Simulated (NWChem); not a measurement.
System: boron monoxide dimer (B2O2); SMILES O=BB=O

The following NWChem deck was run.

```
start job
memory heap 200 mb stack 900 mb global 1100 mb
geometry units angstroms
  O      0.000000     0.000000    -2.025435
  B      0.000000     0.000000    -0.826223
  B      0.000000     0.000000     0.826223
  O      0.000000     0.000000     2.025435
end
basis spherical
  * library 6-31g*
end
dft
  xc b3lyp
  iterations 150
end
driver
  maxiter 120
end
task dft optimize
task dft freq
```

The level has its own optimisation; frequencies are unscaled.

Predict the main results of this run. (B3LYP/6-31G* (spherical d).) Quantities: r B–O (Å); r B–B (Å); highest harmonic frequency (cm⁻¹); lowest (cm⁻¹); zero-point energy (kcal/mol).


| Property | Value |
|---|---|
| r B–O (Å) | 1.205 |
| r B–B (Å) | 1.639 |
| highest harmonic frequency (cm⁻¹) | 2132 |
| lowest (cm⁻¹) | 215 |
| zero-point energy (kcal/mol) | 8.8 |
